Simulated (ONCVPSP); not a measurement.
**What the settings do to the ONCV potential of gold (Au)**

Base potential:

ONCVPSP 4.0.1 input, shortened (lines: element, Z, core and valence counts, functional; n l f; lmax; l rc ep ncon nbas qcut; lloc lpopt rc5 dvloc0; l nproj debl; icmod fcfact rcfact), PBE, scalar-relativistic:

```
  Au 79.00   10    4        4      upf
    1    0    2.00
    2    0    2.00
    2    1    6.00
    3    0    2.00
    3    1    6.00
    3    2   10.00
    4    0    2.00
    4    1    6.00
    4    2   10.00
    4    3   14.00
    5    0    2.00
    5    1    6.00
    5    2   10.00
    6    0    1.00
    2
    0    1.50    0.00    4    8   10.50
    1    1.40    0.00    4    8    8.60
    2    2.30    0.00    4    9    5.90
    4    2    0.95    4.00
    0    3    2.80
    1    2    0.90
    2    2    1.90
    2    0.30    1.10
```

In the p channel the program set the typed energies aside and used -2.197, 0.250 Ha.

All-electron outer shells of the reference configuration (PBE, scalar-relativistic, ld1.x):

```json
{"shell": "5s", "level (eV)": "-108.37", "outermost node (bohr)": "0.48", "outermost maximum (bohr)": "0.84"}
{"shell": "4f", "level (eV)": "-81.12", "outermost node (bohr)": "–", "outermost maximum (bohr)": "0.37"}
{"shell": "5p", "level (eV)": "-59.78", "outermost node (bohr)": "0.52", "outermost maximum (bohr)": "0.96"}
{"shell": "5d", "level (eV)": "-6.88", "outermost node (bohr)": "0.56", "outermost maximum (bohr)": "1.21"}
{"shell": "6s", "level (eV)": "-5.76", "outermost node (bohr)": "1.11", "outermost maximum (bohr)": "2.32"}
```

Cutoffs, loose and tight: the cutoffs (Ha) at which the residual kinetic energy of the hardest occupied pseudo-wave falls to 1 and 0.1 mHa per electron. They do not see the model core or the augmentation charge, which bear on the density cutoff. Test errors are all-electron minus pseudo excitation energies from the reference, over the configurations 5s2 5p6 5d10 6s0; 5s2 5p6 5d9 6s0; 5s2 5p6 5d8 6s0; 5s2 5p6 5d10 6s0 6p1. A dash means not determined; rows that change the core or the reference have their own tests.

```tsv
change	outcome	cutoff, loose	cutoff, tight	bound ghosts	GHOST(+) flags above zero	largest test error (meV)
base	generated, projector energies reset by the program	34 Ha	40 Ha	none	s	+38
p: rc 1.04	generated, projector energies reset by the program	59 Ha	169 Ha	none	s	+38
p: rc 1.18	generated, projector energies reset by the program	37 Ha	129 Ha	none	s	+38
p: rc 1.52	generated, projector energies reset by the program	34 Ha	40 Ha	none	s	+38
p: rc 1.7	generated, projector energies reset by the program	34 Ha	40 Ha	none	s	+38
p: rc 1.88	generated, projector energies reset by the program	34 Ha	40 Ha	none	s	+38
p: rc 1.98	generated, projector energies reset by the program	34 Ha	40 Ha	none	s	+39
```

Task: What comes out with this change to the base: p: rc 1.32?

Result: outcome: generated, projector energies reset by the program; cutoff, loose: 34 Ha; cutoff, tight: 47 Ha; bound ghosts: none; GHOST(+) flags above zero: s; largest test error (meV): +38.

Reading the sweep of the p radius (base included, trends over the rows without a ghost): The loose cutoff falls from 59 Ha at 1.04 to 34 Ha at 1.98 bohr. A larger radius leaves more room for a smooth pseudo-wave, so fewer plane waves are needed; a smaller one forces it to follow the all-electron wave where it bends sharply. The median size of the test errors (rows with all tests solved) stays near 4.1 meV.
